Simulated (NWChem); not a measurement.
Program: NWChem. System: O₄Os, charge 0, spin multiplicity 1, at a geometry optimised with PBE/def2-SVP with def2 effective core potentials on Os. The structure started from a generated list of species. Level: MP2/def2-TZVP with def2 effective core potentials on Os, 4 core orbitals frozen.

Job file:

```
start mol
memory heap 200 mb stack 900 mb global 1100 mb
geometry units angstroms nocenter noautoz
  Os     0.000000     0.000000     0.000000
  O      1.404782     0.000000    -0.993326
  O     -1.404782     0.000000    -0.993326
  O      0.000000     1.404782     0.993326
  O      0.000000    -1.404782     0.993326
  symmetry group C2v
end
basis spherical
  * library def2-tzvp
end
ecp
  Os library def2-ecp
end
scf
  rhf
  nopen 0
  maxiter 100
  thresh 1e-7
  semidirect memsize 60000000 filesize 0
end
mp2
  freeze core 4
end
task mp2 energy
```

Part of the output:

```
             Northwest Computational Chemistry Package (NWChem) 7.3.0
             --------------------------------------------------------

                                NWChem Input Module
                                -------------------

 Scaling coordinates for geometry "geometry" by  1.889725989
 (inverse scale =  0.529177249)

 Turning off AUTOSYM since
 SYMMETRY directive was detected!

                             Geometry "geometry" -> ""
                             -------------------------

 Output coordinates in angstroms (scale by  1.889725989 to convert to a.u.)

  No.       Tag          Charge          X              Y              Z
 ---- ---------------- ---------- -------------- -------------- --------------
    1 Os                  76.0000     0.00000000     0.00000000     0.00000000
    2 O                    8.0000     1.40478200     0.00000000    -0.99332600
    3 O                    8.0000    -1.40478200     0.00000000    -0.99332600
    4 O                    8.0000     0.00000000     1.40478200     0.99332600
    5 O                    8.0000     0.00000000    -1.40478200     0.99332600

 Effective nuclear repulsion energy (a.u.)     820.3419451544

            Nuclear Dipole moment (a.u.)
            ----------------------------
        X                 Y               Z
 ---------------- ---------------- ----------------
     0.0000000000     0.0000000000     0.0000000000

      Symmetry information
      --------------------

 Group name             C2v
 Group number             16
 Group order               4
 No. of unique centers     3

      Symmetry unique atoms

     1    2    4


 Summary of "ao basis" -> "" (spherical)
 ------------------------------------------------------------------------------
       Tag                 Description            Shells   Functions and Types
 ---------------- ------------------------------  ------  ---------------------
 *                         def2-tzvp                  on all atoms

 Summary of "ao basis" -> "ao basis" (spherical)
 ------------------------------------------------------------------------------
       Tag                 Description            Shells   Functions and Types
 ---------------- ------------------------------  ------  ---------------------
 Os                        def2-tzvp                14       40   6s4p3d1f
 O                         def2-tzvp                11       31   5s3p2d1f

                                 NWChem SCF Module
                                 -----------------

  ao basis        = "ao basis"
  functions       =   164
  atoms           =     5
  closed shells   =    24
  open shells     =     0
  charge          =   0.00
  wavefunction    = RHF
  use symmetry    = T
  symmetry adapt  = T

 Summary of "ao basis" -> "ao basis" (spherical)
 ------------------------------------------------------------------------------
       Tag                 Description            Shells   Functions and Types
 ---------------- ------------------------------  ------  ---------------------
 Os                        def2-tzvp                14       40   6s4p3d1f
 O                         def2-tzvp                11       31   5s3p2d1f

      Symmetry analysis of basis
      --------------------------

        a1         60
        a2         24
        b1         40
        b2         40

 Forming initial guess at       0.1s

      Superposition of Atomic Density Guess
      -------------------------------------

 Sum of atomic energies:        -399.06586525
[...]
   Bfn.  Coefficient  Atom+Function         Bfn.  Coefficient  Atom+Function
  ----- ------------  ---------------      ----- ------------  ---------------
    22      0.556549  1 Os d  1              45     -0.411384  2 O  s
    76      0.411384  3 O  s                 32      0.379497  1 Os d  1
    52      0.296040  2 O  px                83      0.296040  3 O  px
    27      0.293206  1 Os d  1              10      0.203394  1 Os px
    46      0.191868  2 O  px                77      0.191868  3 O  px

 center of mass
 --------------
 x =   0.00000000 y =   0.00000000 z =   0.00000000

 moments of inertia (a.u.)
 ------------------
         450.874006560836           0.000000000000           0.000000000000
           0.000000000000         450.874006560836           0.000000000000
           0.000000000000           0.000000000000         450.876220827064

  Mulliken analysis of the total density
  --------------------------------------

    Atom       Charge   Shell Charges
 -----------   ------   -------------------------------------------------------
    1 Os  16    13.95   0.03 -0.42  1.79  0.65  0.50 -0.03  2.59  3.05  0.68  0.07  2.89  1.74  0.16  0.23
    2 O    8     8.51   0.79  1.18  0.60  1.01  0.34  1.74  1.98  0.83  0.00  0.03  0.00
    3 O    8     8.51   0.79  1.18  0.60  1.01  0.34  1.74  1.98  0.83  0.00  0.03  0.00
    4 O    8     8.51   0.79  1.18  0.60  1.01  0.34  1.74  1.98  0.83  0.00  0.03  0.00
    5 O    8     8.51   0.79  1.18  0.60  1.01  0.34  1.74  1.98  0.83  0.00  0.03  0.00

       Multipole analysis of the density wrt the origin
       ------------------------------------------------

     L   x y z        total         open         nuclear
     -   - - -        -----         ----         -------
     0   0 0 0     -0.000000      0.000000     48.000000

     1   1 0 0      0.000000      0.000000      0.000000
     1   0 1 0      0.000000      0.000000      0.000000
     1   0 0 1     -0.000000      0.000000      0.000000

     2   2 0 0    -36.081089      0.000000    112.754925
     2   1 1 0     -0.000000      0.000000      0.000000
     2   1 0 1     -0.000000      0.000000      0.000000
     2   0 2 0    -36.081089      0.000000    112.754925
     2   0 1 1     -0.000000      0.000000      0.000000
     2   0 0 2    -36.081048      0.000000    112.753818

                   NWChem MP2 Semi-direct Energy/Gradient Module
                   ---------------------------------------------

  Basis functions       =    164
  Molecular orbitals    =    164
  Frozen core           =      4
  Frozen virtuals       =      0
  Active alpha occupied =     20
  Active beta occupied  =     20
  Active alpha virtual  =    140
  Active beta virtual   =    140
  Use MO symmetry       = T
  Use skeleton AO sym   = T

  AO/Fock/Back tols     =   1.0D-09  1.0D-09  1.0D-09

 GA uses MA = F    GA memory limited = T

 Available:
  local mem=  1.26D+08
 global mem=  1.44D+08
 local disk=  0.00D+00
  mp2_memr nvloc                   140
  nvloc new                   140
   1 passes of  20:        5242880                     194811                 123387129.
   1 passes of  20: M    126140045           G      144125408           F     120897165.
  mp2_memr nvloc                   140
  nvloc new                   140
   2 passes of  10:        5242880                     124839                  61716569.
   2 passes of  10: M    126140045           G      144125408           F     120897165.

 Semi-direct pass number   1 of   2  for RHF alpha+beta  at        3.7s
  vrange nnbf                 12956
  mp2_eaftype                   235  avail_ma_in_mb                  1099
 EAF : mp2_eaftype filesize         235   30858284.
  mp2_eaf for mointskh                    235
Node 0 wrote    145.1 Mb in      0.0 s     Agg I/O rate:  6629.5 Mb/s
 Done moints_semi at        9.9s
  mp2_eaftype                   235  avail_ma_in_mb                   864
 EAF : mp2_eaftype filesize         235   30858284.
  mp2_eaf for kh                   235
 Done maket at       10.1s
 Semi-direct pass number   2 of   2  for RHF alpha+beta  at       10.1s
  vrange nnbf                 12956
  mp2_eaftype                   235  avail_ma_in_mb                   864
 EAF : mp2_eaftype filesize         235   30858284.
  mp2_eaf for mointskh                    235
Node 0 wrote    145.1 Mb in      0.0 s     Agg I/O rate:  7073.7 Mb/s
 Done moints_semi at       16.0s
  mp2_eaftype                   235  avail_ma_in_mb                   864
 EAF : mp2_eaftype filesize         235   30858284.
  mp2_eaf for kh                   235
 Done maket at       16.3s
 Done multipass loop at       16.3s

          -------------------------------------------
          SCF energy                -389.257482811016
          Correlation energy          -1.689085132990
          Singlet pairs               -0.909285588946
          Triplet pairs               -0.779799544044
          Total MP2 energy          -390.946567944006
          -------------------------------------------

          ---------------------------------------------------
                    Spin Component Scaled (SCS) MP2
          Same spin pairs                     -0.519866362696
          Same spin scaling factor             0.333333333333
          Opposite spin pairs                 -1.169218770294
          Opposite spin scaling fact.          1.200000000000
          SCS-MP2 correlation energy          -1.576351311918
          Total SCS-MP2 energy              -390.833834122934
          ---------------------------------------------------

 -----------------------
 Performance information
 -----------------------

 Timer overhead =  1.31D-07 seconds/call

               Nr. of calls         CPU time (s)                 Wall time (s)                GFlops
             ---------------    -------------------     ------------------------------   -------------------
Name         Min   Avg   Max    Min     Avg     Max     Min     Avg     Max   Mx/calls   Min     Max     Sum
mp2: moin     2     2     2    12.     12.     12.      12.     12.     12.     6.0      0.0     0.0     0.0
mp2: make     2     2     2   0.58    0.58    0.58     0.58    0.58    0.58    0.29      0.0     0.0     0.0
mp2: tota     1     1     1    13.     13.     13.      13.     13.     13.     13.      0.0     0.0     0.0

 The average no. of pstat calls per process was 5.00D+00
 with a timing overhead of 6.55D-07s

 Task  times  cpu:       16.3s     wall:       16.3s

 Total times  cpu:       16.3s     wall:       16.3s
```
